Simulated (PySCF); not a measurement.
Species: C8H12.
Numbering: `[CH:1]#[C:2][C:3](=[CH2:4])[C:5]([CH3:6])([CH3:7])[CH3:8]` (hydrogens: H9 on C1; H10, H11 on C4; H12, H13, H14 on C6; H15, H16, H17 on C7; H18, H19, H20 on C8)

All values: CAM-B3LYP/def2-SVPD (PySCF, non-relativistic), on one gas-phase PBE0-D3(BJ)/def2-SVP geometry that isn't relaxed in the solvent. The solvent is an IEF-PCM continuum (Bondi radii, 1.10 Å for H, scaled by 1.2), and excitations are vertical TDDFT with non-equilibrium linear response and a frozen core. Only the electrostatic response of the medium enters.

Gas-phase singlets (H = HOMO, L = LUMO):

| state | E (eV) | λ (nm) | f | leading configurations |
| --- | --- | --- | --- | --- |
| S1 | 5.568 | 223 | 0.000 | H-1→L 92% |
| S2 | 5.688 | 218 | 0.210 | H→L 83%, H-1→L+4 9% |
| S3 | 6.221 | 199 | 0.000 | H→L+4 68%, H→L+1 10% |
| S4 | 6.884 | 180 | 0.000 | H→L+1 67%, H→L+4 11%, H→L+2 11% |
| S5 | 7.325 | 169 | 0.238 | H-2→L 52%, H-1→L+4 22%, H→L 11% |

Question: How does the list change in cyclohexane (ε = 2.017)?

Answer: 
```
state  E (eV)  λ (nm)      f           leading configurations  change by rank (eV)
   S1   5.586     222  0.301                          H→L 87%               +0.018
   S2   5.591     222  0.001                        H-1→L 92%               -0.097
   S3   6.231     199  0.000             H→L+4 65%, H→L+1 11%               +0.010
   S4   6.875     180  0.000  H→L+1 68%, H→L+2 13%, H→L+4 10%               -0.009
   S5   7.237     171  0.280   H-2→L 49%, H-1→L+4 24%, H→L 9%               -0.088
```

Question: How does the list change in benzene (ε = 2.271)?

Answer: 
```csv
state,E (eV),λ (nm),f,leading configurations,change by rank (eV)
S1,5.574,222,0.314,H→L 87%,+0.006
S2,5.595,222,0.000,H-1→L 92%,-0.093
S3,6.232,199,0.000,"H→L+4 64%, H→L+1 11%",+0.011
S4,6.874,180,0.000,"H→L+1 68%, H→L+2 13%, H→L+4 10%",-0.010
S5,7.228,172,0.285,"H-2→L 48%, H-1→L+4 24%, H→L 8%",-0.097
```

Question: The ground-state energy changes by -0.059 eV from gas to benzene. By how much does the total energy of gas-phase S2 change?

Answer: E(S2) = E(S0) + excitation energy, so it changes by -0.059 − 0.114 = -0.173 eV: it is lowered more than the ground state, which is what a red shift means. This is the vertical state, with the slow part of the continuum still set for S0.

Question: How do the frontier levels move from gas to benzene?

Answer: 
```
orbital  gas (eV)  solvent (eV)  change (eV)
 LUMO+2      1.95          2.01        +0.06
 LUMO+1      1.27          1.33        +0.06
   LUMO      0.33          0.34        +0.01
   HOMO     -8.23         -8.24        -0.01
 HOMO-1     -9.30         -9.32        -0.02
 HOMO-2    -10.40        -10.39        +0.01
 HOMO-3    -10.80        -10.73        +0.07
```

The HOMO–LUMO gap goes from 8.56 to 8.58 eV.

Conformer computed: `[CH:1]#[C:2][C:3](=[CH2:4])[C:5]([CH3:6])([CH3:7])[CH3:8]`: C2–C3–C5–C6 180°.
